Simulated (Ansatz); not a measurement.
Isolated molecules relaxed with PBE0-D4/def2-TZVP in Ansatz; ΔE leaves out vibrations. CCSD(T)/CBS adds triple-zeta CCSD(T) − MP2 to the extrapolated MP2 energy (def2 sets, frozen cores). This one scheme is used for every species, atoms too. DFT in def2-TZVPP. No spin–orbit coupling; open shells (•) take unrestricted orbitals. Spin–orbit coupling would lower the free atoms: a little for B, C. Each species was taken in one conformer, which may not be the lowest.

`NBC1BC1` → 2 B• + 2 C• + 7 H• + N•  (atomization)

**Question.** What is ΔE at CCSD(T)/CBS? (Estimate.)

**Answer.** Computed: +4674.6 kJ/mol.

**Question.** What do these levels give: ωB97M-V, r2SCAN, PBE0, SCS-MP2/def2-TZVPP, CCSD(T)/def2-TZVPP, SCS-MP2/def2-QZVPP? (Estimate.)

**Answer.** Computed: ωB97M-V 4735.3, r2SCAN 4731.0, PBE0 4738.8, SCS-MP2/def2-TZVPP 4626.1, CCSD(T)/def2-TZVPP 4564.1, SCS-MP2/def2-QZVPP 4700.0 kJ/mol.

Largest T1 diagnostic among the species: 0.014.

From PBE to PBE0 (25 % exact exchange), in def2-TZVPP and without D4, ΔE moves by −65.2 kJ/mol: exact exchange takes away binding that semilocal exchange gives to molecules. The D4 term adds +31.4 kJ/mol with B3LYP and +16.5 kJ/mol with PBE0; it sums over pairs of atoms, weighted by their polarisabilities, and B3LYP, whose exchange is more repulsive, gets the larger term. In def2-TZVPP, CCSD(T) changes the Hartree–Fock value by +1041.3 kJ/mol (the triples alone add +62.5 kJ/mol) and MP2 by +1125.1 kJ/mol; breaking electron pairs costs correlation energy, which Hartree–Fock lacks.

B3LYP here is the variant with VWN-RPA as its local correlation; programs differ in this.

For atomizations the MP2-based limit and the directly extrapolated one differ by several kJ/mol either way, and by 10 to 25 for some Ge, Se and Sn compounds, so smaller differences from it don't rank the levels.
